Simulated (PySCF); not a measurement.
**CsCd: one state, many levels of theory**

State: ²Σ⁺ (doublet), unpaired electrons σ ↑. Set-up: basis Cs def2-SVP with ECP46, Cd def2-SVP with ECP28; scalar-relativistic core potentials; PySCF 2.14. De refers to Cs + Cd in their ground configurations, without counterpoise correction. The functionals are run spin-unrestricted. A positive dipole means Cs(−)Cd(+). Levels whose curve was spin-contaminated or gave no clean fit are not listed.

| Level | Re (Å) | ωe (cm⁻¹) | De (eV) | μ (D) | CPU s a point (SCF and correlation, without the integrals) |
| --- | --- | --- | --- | --- | --- |
| UHF-MP2 | 4.985 | 11.4 | 0.035 | n/a | 0.33 |
| PBE | 4.323 | 29.9 | 0.100 | -1.17 | 0.59 |
| r²SCAN | 4.300 | 30.4 | 0.100 | -1.38 | 0.72 |
| B3LYP | 4.516 | 23.3 | 0.048 | -0.92 | 0.65 |
| PBE0 | 4.400 | 26.7 | 0.074 | -0.95 | 1 |
| B97-3 | 4.483 | 27.5 | 0.068 | -0.70 | 0.45 |
| HSE06 | 4.336 | 29.2 | 0.090 | -1.10 | 0.79 |
| M06-2X | 4.443 | 27.9 | 0.106 | -0.17 | 0.75 |

Problem. What does a quarter of exact exchange do here, going from PBE to PBE0?

Solution. PBE0 less PBE: +7.7 pm in Re, -10.7 % in ωe, -0.03 eV in De. Exact exchange removes part of the self-interaction that spreads semilocal densities, and in most molecules shortens and stiffens the bond and lowers De; here Re and ωe go the other way.

Problem. What does the step from GGA to meta-GGA do here, going from PBE to r²SCAN?

Solution. r²SCAN less PBE: -2.3 pm in Re, +1.7 % in ωe, +0.00 eV in De. 

Correlated steps freeze no core orbitals. The bond is weak. Basis-set superposition, not corrected here, can be much of De in a small basis, most of all at correlated wavefunction levels. Functionals without a dispersion term scatter widely for such bonds, and LDA overbinds them. Spin–orbit coupling is left out. The state is the lowest determinant that a PBE0 search found; another state may lie lower at other levels.

The whole job (state search and all levels along the bond) took about 1.6 min on 1 thread of Intel Xeon Platinum 8488C (shared host), peak memory 0.84 GiB.
